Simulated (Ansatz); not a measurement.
Reading a saddle point

A first-order saddle point of SiH5O4F, singlet, PBE0-D4/def2-TZVP, with one imaginary mode of 449i cm⁻¹:

```
atom    x (Å)    y (Å)    z (Å)
 Si1  -0.1763  -0.2746   0.1127
  O2   0.2752   1.3798   0.6427
  O3  -0.7152  -0.4633  -1.4186
  O4  -1.6007  -0.2026   0.9324
  O5   0.6775  -1.4170   0.8879
  H6   1.0866   1.3307  -0.0539
  F7   1.5757   0.3113  -0.7511
  H8  -0.4022   2.0556   0.5396
  H9  -0.0093  -0.4638  -2.0692
 H10  -2.2958  -0.7687   0.5958
 H11   1.5844  -1.4875   0.5815
```

Program: Ansatz 0.2.0. Basis: def2-TZVPP and def2-QZVPP. Cores are frozen in the correlated methods. Extrapolation: Hartree–Fock as exp(−7.88 √X), correlation as X^−2.97.

(1) Which contacts change along the imaginary mode, and what lies on either side? (Judge from chemistry; the calculation decides.)

(2) Which side is lower, and how far does the saddle lie above each? (An estimate is asked for; the value comes from the calculation.)

T1 diagnostic: at most 0.012.

Answers

(1) Computed: The step is SiH₄O₄ ([OH][Si]([OH])([OH])[OH]) + HF → SiH₃O₃F ([OH][Si]([OH])([OH])[F]) + H₂O, with the molecules in contact on both sides. Shortening one way: Si1–F7, O2–H6; lengthening the same way: Si1–O2, H6–F7.
```csv
pair,one side (Å),saddle (Å),other side (Å)
Si1–F7,3.33,2.04,1.59
O2–H6,1.64,1.07,0.96
Si1–O2,1.66,1.79,3.41
H6–F7,0.95,1.33,5.12
```

(2) By the calculation: The side with Si1–F7, O2–H6 short is lower by 34.6 kJ/mol; the saddle lies 136.9 kJ/mol above it and 102.3 kJ/mol above the other (CCSD(T) at an estimated basis limit (MP2 extrapolated from triple and quadruple zeta, plus CCSD(T) − MP2 in triple zeta); electronic energies).

Steps of this kind, hydrogen fluoride cutting a network bond, underlie vapour etching and the fluorination step of atomic layer etching.

Labels in which every atom is bracketed show which atoms are joined, not bond orders.

For scale, one of the runs: CCSD(T)/def2-TZVPP, 267 basis functions, launched by `ansatz run in.yaml --threads 8 --pin off --events-out ev --progress --plain --max-ram 19148MiB`. Time: 2.9 min of wall clock on 8 CPU threads of an Arm Neoverse V2; the host was shared. Peak host memory: 7.5 GiB.
